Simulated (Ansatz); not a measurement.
Steps of a relaxation of AlBGeH₆, SMILES `[AlH2][BH][GeH3]` with RKS PBE-D4/def2-SVP.

```sh
$ ansatz run in.yaml --threads 2 --pin off --events-out ev --progress --plain --max-ram 4352MiB
```

```yaml
crystal:
  periodic: [false, false, false]
  atoms:
    - {symbol: Al, position_ang: [-0.967600, 0.957500, -1.341600]}
    - {symbol: B, position_ang: [0.182100, 0.780500, 0.309100]}
    - {symbol: Ge, position_ang: [0.598000, -1.070300, 0.951600]}
    - {symbol: H, position_ang: [-1.685400, -0.259400, -1.971900]}
    - {symbol: H, position_ang: [-1.196300, 2.433100, -2.041300]}
    - {symbol: H, position_ang: [0.856500, 1.711300, 0.644200]}
    - {symbol: H, position_ang: [1.908000, -1.592900, 0.217800]}
    - {symbol: H, position_ang: [-0.530400, -1.997400, 0.685500]}
    - {symbol: H, position_ang: [0.923700, -1.008600, 2.529600]}
basis:
  gaussian: {orbitals: def2-SVP}
hamiltonian: {xc: pbe, dispersion: d4}
relax: {f_tol: 0.03, max_steps: 200}
```

Positions (Å) and forces (eV/Å) along the path, 15 of 17 steps:

```xyz
9
step=1 energy=-63862.9311 eV
Al   -0.968    0.958   -1.342   -0.964    1.448   -1.081
B     0.182    0.780    0.309    0.954    0.036    0.255
Ge    0.598   -1.070    0.952    1.377    0.414    1.394
H    -1.685   -0.259   -1.972   -0.343   -0.681   -0.417
H    -1.196    2.433   -2.041    0.046   -0.414    0.063
H     0.857    1.711    0.644    0.221    0.315    0.458
H     1.908   -1.593    0.218   -0.386    0.142    0.182
H    -0.530   -1.997    0.685   -0.813   -0.952   -0.168
H     0.924   -1.009    2.530   -0.093   -0.307   -0.686
9
step=2 energy=-63863.2315 eV
Al   -1.074    1.082   -1.421    0.202    0.070   -0.632
B     0.302    0.770    0.178   -0.007    0.382    0.935
Ge    0.629   -1.063    1.065    0.258    0.011    0.142
H    -1.771   -0.176   -2.110   -0.197   -0.130    0.016
H    -1.284    2.491   -2.184   -0.054   -0.022    0.197
H     0.860    1.725    0.735   -0.005   -0.295   -0.270
H     1.898   -1.594    0.324    0.067   -0.062   -0.077
H    -0.470   -2.110    0.808   -0.195   -0.158   -0.083
H     0.999   -1.172    2.588   -0.069    0.206   -0.228
9
step=3 energy=-63863.3020 eV
Al   -1.034    1.057   -1.467   -0.028    0.060   -0.009
B     0.262    0.793    0.256    0.183    0.112    0.024
Ge    0.632   -1.070    1.056    0.003   -0.006    0.093
H    -1.796   -0.202   -2.115    0.023   -0.001    0.007
H    -1.286    2.492   -2.154    0.011   -0.039    0.031
H     0.900    1.725    0.745   -0.143   -0.162   -0.075
H     1.898   -1.603    0.303   -0.007    0.039   -0.028
H    -0.481   -2.117    0.787   -0.025   -0.023    0.008
H     0.994   -1.121    2.572   -0.017    0.019   -0.052
9
step=4 energy=-63863.3052 eV
Al   -1.031    1.059   -1.467    0.015    0.000   -0.006
B     0.271    0.787    0.248    0.027    0.024    0.009
Ge    0.629   -1.072    1.059   -0.025    0.005    0.022
H    -1.788   -0.204   -2.113    0.007    0.005   -0.003
H    -1.285    2.494   -2.145   -0.008   -0.001    0.013
H     0.894    1.717    0.742   -0.027   -0.046   -0.021
H     1.893   -1.591    0.294   -0.001    0.007   -0.010
H    -0.486   -2.123    0.795    0.007    0.001    0.008
H     0.991   -1.113    2.572    0.005    0.005   -0.011
9
step=6 energy=-63863.3115 eV
Al   -1.017    1.058   -1.476    0.009   -0.011    0.010
B     0.277    0.782    0.241   -0.024   -0.012   -0.012
Ge    0.610   -1.068    1.074   -0.019    0.004    0.013
H    -1.694   -0.216   -2.185    0.019    0.001   -0.024
H    -1.357    2.507   -2.082   -0.021    0.005    0.017
H     0.919    1.701    0.720    0.034    0.014   -0.008
H     1.847   -1.596    0.269   -0.005    0.000   -0.002
H    -0.517   -2.113    0.849    0.001    0.000    0.005
H     1.020   -1.101    2.574    0.005   -0.001    0.001
9
step=7 energy=-63863.3245 eV
Al   -1.002    1.047   -1.486   -0.134    0.047   -0.011
B     0.278    0.768    0.229    0.122   -0.038   -0.021
Ge    0.594   -1.063    1.110   -0.245    0.024   -0.053
H    -1.588   -0.221   -2.297    0.099    0.072   -0.001
H    -1.470    2.517   -1.971    0.004   -0.111    0.048
H     1.003    1.656    0.644    0.019    0.057   -0.015
H     1.811   -1.562    0.256    0.002   -0.042    0.023
H    -0.559   -2.090    0.894    0.095   -0.008    0.033
H     1.020   -1.098    2.603    0.036    0.000   -0.002
9
step=8 energy=-63863.3459 eV
Al   -0.989    1.042   -1.489   -0.288    0.118   -0.143
B     0.296    0.755    0.208    0.223    0.042    0.009
Ge    0.565   -1.056    1.145   -0.299    0.059   -0.101
H    -1.445   -0.214   -2.426    0.160    0.243    0.107
H    -1.616    2.518   -1.841    0.098   -0.361    0.098
H     1.098    1.615    0.555   -0.062   -0.052   -0.049
H     1.762   -1.544    0.253   -0.004   -0.067    0.044
H    -0.601   -2.074    0.951    0.128    0.009    0.041
H     1.020   -1.089    2.628    0.044    0.010   -0.008
9
step=9 energy=-63863.3736 eV
Al   -0.975    1.043   -1.489   -0.409    0.146   -0.252
B     0.326    0.747    0.180    0.184    0.048   -0.005
Ge    0.535   -1.045    1.167   -0.201    0.075   -0.118
H    -1.310   -0.173   -2.545    0.169    0.345    0.221
H    -1.763    2.485   -1.717    0.219   -0.502    0.102
H     1.180    1.576    0.478   -0.070   -0.086   -0.030
H     1.716   -1.556    0.263   -0.019   -0.071    0.056
H    -0.638   -2.059    1.004    0.097    0.027    0.035
H     1.018   -1.065    2.642    0.030    0.018   -0.009
9
step=10 energy=-63863.4201 eV
Al   -0.968    1.021   -1.465   -0.279    0.212   -0.264
B     0.357    0.765    0.142    0.356    0.122    0.113
Ge    0.493   -1.018    1.134    0.012   -0.008    0.105
H    -1.160   -0.151   -2.573    0.045    0.198    0.079
H    -1.856    2.388   -1.569    0.048   -0.297   -0.003
H     1.252    1.557    0.442   -0.175   -0.162   -0.072
H     1.665   -1.593    0.258   -0.016   -0.054    0.026
H    -0.689   -2.019    1.009    0.014    0.023    0.017
H     0.993   -0.996    2.605   -0.005   -0.034   -0.001
9
step=11 energy=-63863.4584 eV
Al   -0.943    1.052   -1.484   -0.271    0.069   -0.044
B     0.415    0.758    0.106    0.097    0.192    0.085
Ge    0.489   -1.003    1.151    0.066   -0.100   -0.027
H    -1.090   -0.049   -2.649    0.088    0.055   -0.042
H    -2.009    2.281   -1.511    0.146   -0.156    0.058
H     1.315    1.531    0.417   -0.062   -0.092   -0.078
H     1.637   -1.651    0.292   -0.014   -0.029    0.041
H    -0.714   -1.977    1.040   -0.037    0.028    0.019
H     0.989   -0.990    2.622   -0.013    0.035   -0.011
9
step=13 energy=-63863.5144 eV
Al   -0.953    1.050   -1.487   -0.126   -0.019    0.004
B     0.460    0.755    0.052    0.028    0.055   -0.052
Ge    0.510   -1.000    1.135    0.027   -0.114   -0.016
H    -0.857    0.161   -2.837   -0.017    0.141    0.071
H    -2.211    2.057   -1.275    0.131   -0.135   -0.057
H     1.370    1.531    0.304   -0.003   -0.039    0.007
H     1.590   -1.849    0.371   -0.076    0.054    0.059
H    -0.799   -1.845    1.105    0.031    0.028    0.001
H     0.979   -0.905    2.615    0.005    0.029   -0.016
9
step=14 energy=-63863.5264 eV
Al   -0.964    1.032   -1.487    0.052    0.101   -0.082
B     0.484    0.723    0.010   -0.078   -0.004    0.071
Ge    0.501   -1.006    1.138    0.025    0.036    0.002
H    -0.807    0.330   -2.931   -0.028    0.019    0.054
H    -2.271    1.938   -1.212    0.035   -0.076    0.007
H     1.411    1.462    0.298   -0.001    0.033   -0.084
H     1.570   -1.885    0.415    0.023   -0.059    0.011
H    -0.818   -1.827    1.148   -0.010   -0.020    0.017
H     0.983   -0.814    2.604   -0.016   -0.029    0.005
9
step=15 energy=-63863.5335 eV
Al   -0.954    1.052   -1.491   -0.044    0.007   -0.011
B     0.489    0.724    0.002    0.025   -0.069    0.000
Ge    0.508   -1.009    1.137    0.007    0.028    0.009
H    -0.791    0.400   -2.952    0.010    0.007   -0.009
H    -2.302    1.873   -1.177    0.002    0.004    0.003
H     1.428    1.468    0.235    0.002    0.010    0.015
H     1.572   -1.932    0.462    0.001    0.003   -0.001
H    -0.822   -1.815    1.154   -0.002    0.007   -0.006
H     0.961   -0.808    2.611    0.000    0.003   -0.001
9
step=16 energy=-63863.5344 eV
Al   -0.960    1.051   -1.492    0.003   -0.001   -0.016
B     0.497    0.708   -0.012    0.000    0.021    0.004
Ge    0.512   -1.009    1.139   -0.013   -0.029    0.015
H    -0.792    0.435   -2.969   -0.002    0.007    0.001
H    -2.311    1.858   -1.157    0.005    0.001    0.005
H     1.434    1.453    0.224   -0.003    0.007   -0.011
H     1.582   -1.941    0.487    0.004   -0.005    0.002
H    -0.821   -1.810    1.147    0.004   -0.007    0.004
H     0.947   -0.791    2.616    0.002    0.007   -0.003
9
step=17 energy=-63863.5347 eV
Al   -0.962    1.051   -1.496    0.015    0.013   -0.010
B     0.496    0.699   -0.019   -0.007    0.004   -0.011
Ge    0.512   -1.013    1.140    0.006   -0.023    0.018
H    -0.789    0.465   -2.985   -0.009    0.002    0.007
H    -2.313    1.850   -1.142   -0.001   -0.003   -0.003
H     1.435    1.447    0.210   -0.005   -0.002   -0.001
H     1.588   -1.951    0.506   -0.002    0.004    0.001
H    -0.819   -1.819    1.154    0.005    0.002    0.000
H     0.940   -0.775    2.616   -0.001    0.001   -0.002
```

It took 30 s on 2 threads of an Arm Neoverse V1 on a shared host, with 0.13 GiB of host memory at the peak.
